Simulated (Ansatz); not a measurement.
`B[SiH](N)P` + H₂ → `B[SiH2]N` + PH₃ at 600 K and 1 bar (hydrogenolysis of the Si–P bond).

Computed with Ansatz on PBE0-D4/def2-TZVP structures; ΔE is electronic, products minus reactants. CCSD(T)/CBS is the MP2 limit (def2-TZVPP, def2-QZVPP) plus CCSD(T) − MP2 in def2-TZVPP, frozen cores. This one scheme is used for every species. Each species was taken in one conformer, which may not be the lowest.

| species | CCSD(T)/CBS energy (Eh) | H − E (kJ/mol) | S (J/(mol·K)) |
| --- | --- | --- | --- |
| `B[SiH](N)P` | -713.71939 | 260.0 | 443.1 |
| H₂ | -1.17544 | 43.9 | 150.8 |
| `B[SiH2]N` | -372.16627 | 216.6 | 383.8 |
| PH₃ | -342.72256 | 86.3 | 240.2 |

H − E and S are ideal-gas, rigid-rotor, harmonic terms from PBE0-D4/def2-TZVP, for one conformer and one mirror image of each species. The MP2-based limit puts H₂ 0.8 mEh under its directly extrapolated value; such offsets cancel only in part. 1 Eh = 2625.50 kJ/mol, R = 8.31446 J/(mol·K).

**Question.** By hand: ΔE, ΔH, ΔS and ΔG.

**Answer.** ΔE = (-372.16627) + (-342.72256) − (-713.71939) − (-1.17544) = 0.00600 Eh = 15.8 kJ/mol. Δ(H − E) = 216.6 + 86.3 − 260.0 − 43.9 = -1.0, so ΔH = 14.8 kJ/mol. ΔS = 383.8 + 240.2 − 443.1 − 150.8 = 30.1 J/(mol·K). ΔG = 14.8 − 600 × (30.1)/1000 = -3.3 kJ/mol.

**Question.** By hand: the equilibrium constant, and the temperature at which ΔG would vanish if ΔH and ΔS stayed fixed.

**Answer.** log₁₀ K = −ΔG/(RT ln 10) = 0.3. ΔG = 0 at ΔH/ΔS = 492 K.

TΔS isn't small against ΔH here. The sign of ΔG lies within the doubt. A doubt of 5 kJ/mol in ΔE shifts log₁₀ K by 0.4 here. Other conformers and mirror images would add mixing entropy, several J/(mol·K) or more a flexible species. These are equilibria of isolated gas molecules and say nothing of rates. Largest T1 diagnostic: 0.016 (customary marks: 0.02 for closed shells, 0.045 for open ones).
